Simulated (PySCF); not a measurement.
Job file and geometry (Å, from GFN2-xTB) of an NMR shielding run on `OB(O)C#CC(F)=C(F)F`, C4H2BF3O2, GIAO PBE0/pcSseg-1 NMR shielding, non-relativistic, gas phase (PySCF); density fitting, a coarse starting grid and PySCF grid level 2 are the driver's defaults:

```
{"job": {"kind": "nmr", "xc": "PBE0", "basis": "pcSseg-1"}, "charge": 0, "multiplicity": 1}
O      3.022095    -0.498182    -0.353616
B      2.114256     0.417910     0.063599
O      2.506643     1.664968     0.362882
C      0.613889     0.079356     0.211356
C     -0.560196    -0.191620     0.299138
C     -1.923253    -0.523501     0.448868
F     -2.268573    -1.220214     1.549156
C     -2.870742    -0.187613    -0.430407
F     -2.622792     0.491576    -1.541356
F     -4.156465    -0.482799    -0.331162
H      2.701051    -1.373600    -0.559053
H      3.445284     1.823034     0.254568
```

Question: Write the output of this run.

Answer: 
```
coarse grid: 12104 points
cycle   1  E = -627.4216920953  dE =  1.871e+00  |g| = 1.149e+00  |ddm| = 3.678e+00
cycle   2  E = -627.0360743130  dE =  3.856e-01  |g| = 1.822e+00  |ddm| = 2.483e+00
cycle   3  E = -627.6474325408  dE = -6.114e-01  |g| = 2.565e-01  |ddm| = 1.667e+00
cycle   4  E = -627.6585577980  dE = -1.113e-02  |g| = 1.455e-01  |ddm| = 2.729e-01
cycle   5  E = -627.6633739088  dE = -4.816e-03  |g| = 3.487e-02  |ddm| = 1.046e-01
cycle   6  E = -627.6636102780  dE = -2.364e-04  |g| = 1.110e-02  |ddm| = 3.973e-02
cycle   7  E = -627.6636360417  dE = -2.576e-05  |g| = 2.151e-03  |ddm| = 1.093e-02
cycle   8  E = -627.6636372085  dE = -1.167e-06  |g| = 7.523e-04  |ddm| = 3.408e-03
final grid: 124016 points
cycle   9  E = -627.7604026557  dE = -4.929e-05  |g| = 8.693e-03  |ddm| = 5.666e-02
cycle  10  E = -627.7603872560  dE =  1.540e-05  |g| = 1.319e-02  |ddm| = 1.809e-02
cycle  11  E = -627.7604163136  dE = -2.906e-05  |g| = 5.923e-04  |ddm| = 1.064e-02
cycle  12  E = -627.7604163417  dE = -2.810e-08  |g| = 4.514e-04  |ddm| = 7.930e-04
cycle  13  E = -627.7604163817  dE = -4.001e-08  |g| = 1.635e-04  |ddm| = 4.153e-04
cycle  14  E = -627.7604163878  dE = -6.117e-09  |g| = 4.956e-05  |ddm| = 1.396e-04
cycle  15  E = -627.7604163883  dE = -5.532e-10  |g| = 1.021e-05  |ddm| = 4.661e-05
converged SCF energy = -627.7604163883

GIAO shielding tensors (ppm)
atom      isotropic    diamagn.    paramagn.     s11        s22        s33       span
  0 O      202.428     385.712    -183.284     79.167    263.810    264.307    185.140
  1 B       81.239     196.037    -114.798     61.245     86.202     96.270     35.025
  2 O      211.800     384.991    -173.192    102.382    249.950    283.067    180.685
  3 C       73.432     259.490    -186.057      2.546     16.120    201.631    199.085
  4 C       98.559     266.462    -167.902      5.799      9.633    280.246    274.447
  5 C       62.489     248.527    -186.038     15.728     76.944     94.797     79.069
  6 F      364.583     470.346    -105.763    321.056    379.382    393.312     72.256
  7 C       11.299     251.941    -240.642    -53.748     30.408     57.239    110.987
  8 F      280.501     476.717    -196.216    257.629    270.265    313.608     55.979
  9 F      254.390     469.062    -214.672    211.178    269.680    282.312     71.134
 10 H       27.077      32.726      -5.649     21.536     24.246     35.448     13.911
 11 H       27.249      28.232      -0.983     21.593     23.058     37.096     15.503
```

Size and cost of the density-fitted run: 180 basis functions, 23 s wall time on 1 thread of an Arm Neoverse V2, shared host.
